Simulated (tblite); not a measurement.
Level: GFN2-xTB in tblite, geometry and Hessian alike; calculated harmonic values, unscaled, isolated species. This tight-binding method is rough: wavenumbers can miss measured ones by several per cent, in bad cases by 10 to 20. Modes of hydrogen on silicon can be 10 to 20 % off. One conformer each. Open shells enter through the occupations alone, without spin polarisation, and single modes of such species can be off by tens of per cent. Thermal functions are those of the rigid rotor and harmonic oscillator, without mixing of conformers.

Problem. Order these by their zero-point energy, highest first (kcal/mol).
A. `F[C@@H](CCl)[Si](Cl)(Cl)Cl`
B. `C=N[Si@H](CNC)N(C)C`
C. `O[Si@@H]1CC[C@H](OCCCl)C1`
D. `CN([Si@@H](O)O[SiH3])[CH2]` [radical]
E. `O=C1CCCC[C@H]1F`
F. `C1[SiH2][C@@H](C)[C@H](F)C1`

Solution. B (125.6), C (114.7), F (92.0), E (88.1), D (73.9), A (32.8).

```
                    SMILES  atoms  mass (u)  symmetry number  modes under 300 cm⁻¹  ZPE (kcal/mol)  S translation (cal/(mol K))  S rotation  S vibration  S spin      S    Cp
       C=N[Si@H](CNC)N(C)C     24    145.10                1                    13           125.6                         40.9        30.1         44.7     0.0  115.7  48.2
 O[Si@@H]1CC[C@H](OCCCl)C1     23    180.04                1                     9           114.7                         41.5        30.7         37.2     0.0  109.4  46.2
   C[C@@H]1[SiH2]CC[C@H]1F     18    118.06                1                     5            92.0                         40.2        28.2         19.2     0.0   87.7  33.9
           O=C1CCCC[C@H]1F     17    116.06                1                     4            88.1                         40.2        28.0         15.8     0.0   83.9  29.5
[CH2]N(C)[Si@@H](O)O[SiH3]     17    136.03                1                    10            73.9                         40.7        29.1         37.9     1.4  109.0  43.4
F[C@@H](CCl)[Si](Cl)(Cl)Cl     11    213.87                1                     9            32.8                         42.0        31.5         35.8     0.0  109.3  35.7
```

Entropies and Cp are for 298.15 K and 1 bar.
